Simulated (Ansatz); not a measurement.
Basis-set extrapolation for `C=C(C)c1ccccc1` (PBE0-D4/def2-TZVP geometry, frozen core, Ansatz). Multiplicity 1, RHF reference.

```
                      def2-TZVPP   def2-QZVPP
                 HF  -346.745816  -346.760483
    MP2 correlation    -1.442896    -1.533314
CCSD(T) correlation    -1.563324      not run
```

Energies in hartree. Use E(X) = E(∞) + A·exp(−7.88·√X) for Hartree–Fock and E(X) = E(∞) + B·X^(−2.97) for correlation, with X = 3 and 4, and add CCSD(T) minus MP2 of the smaller set to the MP2 limit.

What is the CCSD(T) energy at the basis-set limit?

HF limit: -346.760483 + (-0.014667) × 0.13774 = -346.76250. MP2 limit: -1.533314 + (-0.090418) × 0.74074 = -1.60029. Higher-order term: -1.563324 − (-1.442896) = -0.12043. Total: -348.48322 hartree, 457.0 kJ/mol below CCSD(T)/def2-TZVPP.
